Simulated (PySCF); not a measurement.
B3LYP has the VWN-RPA correlation part, as in Gaussian. Delta-SCF ions had no search for a lower state. Excitations are Tamm–Dancoff values on a coarser integration grid. The basis has no diffuse functions, so Rydberg states are missing or too high.

Cartesian coordinates (Å):
SMILES: NB(F)F
```xyz
6

N     -0.7471    -0.0069     0.0375
B      0.6452     0.0059    -0.0323
F      1.3401     1.1184     0.2136
F      1.3324    -1.0938    -0.3476
H     -1.2882    -0.8335    -0.1440
H     -1.2824     0.8098     0.2729
```
Charge 0, multiplicity 1.

Q: What is the computed T1 excitation (TDA), HOMO, total energy, dipole moment, LUMO, brightest of the four lowest singlets (TDA), S1 excitation (TDA) and vertical ionisation energy (Delta-SCF) (B3LYP-D3(BJ)/def2-TZVP run with PySCF)?

A: 
```
Item                                               Result
-------------------------------------------  ------------
T1 excitation (TDA)                               7.04 eV
HOMO                                             -8.41 eV
total energy                                 -280.8018 Ha
dipole moment                                      2.75 D
LUMO                                              0.25 eV
brightest of the four lowest singlets (TDA)       9.73 eV
S1 excitation (TDA)                               7.47 eV
vertical ionisation energy (Delta-SCF)           11.48 eV
```
